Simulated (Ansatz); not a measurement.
`CB[Si](Cl)(Cl)Cl` + H₂S → `CBS` + `Cl[SiH](Cl)Cl` at 700 K and 1 bar (cleavage of the B–Si bond).

Program: Ansatz. Geometries: PBE0-D4/def2-TZVP. ΔE: electronic, gas phase. CCSD(T)/CBS adds triple-zeta CCSD(T) − MP2 to the extrapolated MP2 energy (def2 sets, frozen cores). This one scheme is used for every species. Each species was taken in one conformer, which may not be the lowest.

| species | CCSD(T)/CBS energy (Eh) | H − E (kJ/mol) | S (J/(mol·K)) |
| --- | --- | --- | --- |
| `CB[Si](Cl)(Cl)Cl` | -1733.81522 | 232.2 | 543.0 |
| H₂S | -398.97279 | 64.8 | 236.9 |
| `CBS` | -463.66090 | 209.1 | 366.5 |
| `Cl[SiH](Cl)Cl` | -1669.16736 | 88.6 | 388.1 |

H − E and S are ideal-gas, rigid-rotor, harmonic terms from PBE0-D4/def2-TZVP, for one conformer and one mirror image of each species. 1 Eh = 2625.50 kJ/mol, R = 8.31446 J/(mol·K).

Problem. By hand: ΔE, ΔH, ΔS and ΔG.

Solution. ΔE = (-463.66090) + (-1669.16736) − (-1733.81522) − (-398.97279) = -0.04025 Eh = -105.7 kJ/mol. Δ(H − E) = 209.1 + 88.6 − 232.2 − 64.8 = 0.7, so ΔH = -105.0 kJ/mol. ΔS = 366.5 + 388.1 − 543.0 − 236.9 = -25.3 J/(mol·K). ΔG = -105.0 − 700 × (-25.3)/1000 = -87.3 kJ/mol.

Problem. By hand: the equilibrium constant, and the temperature at which ΔG would vanish if ΔH and ΔS stayed fixed.

Solution. log₁₀ K = −ΔG/(RT ln 10) = 6.5. ΔG = 0 at ΔH/ΔS = 4150 K, far beyond where these terms or the molecules hold.

ΔH outweighs TΔS. A doubt of 5 kJ/mol in ΔE shifts log₁₀ K by 0.4 here. Other conformers and mirror images would add mixing entropy, several J/(mol·K) or more a flexible species. Modes under 60 cm⁻¹, often nearly free rotors, make the harmonic entropy too high. These are equilibria of isolated gas molecules and say nothing of rates. Largest T1 diagnostic: 0.013 (customary marks: 0.02 for closed shells, 0.045 for open ones).
